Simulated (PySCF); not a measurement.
C4H3S, SMILES `[c]1cccs1` (charge 0, multiplicity 2)

All values below come from TPSSh-D3(BJ)/def2-TZVP // B3LYP-D3(BJ)/def2-TZVP (PySCF 2.14.0).

* **highest occupied spin orbital**: -6.25 eV
* **dipole moment**: 1.15 D
* **total energy**: -552.4258 Ha
* **cost**: around 11 core-minutes (rough)

```xyz
8

C     -1.0362     1.2345     0.1262
C     -1.1733    -0.1042     0.0109
C      0.1243    -0.7115    -0.0646
C      1.1479     0.1879    -0.0031
S      0.5623     1.8146     0.1498
H     -2.1080    -0.6431    -0.0204
H      0.2745    -1.7777    -0.1609
H      2.2086    -0.0005    -0.0378
```
Charge 0, spin multiplicity 2.
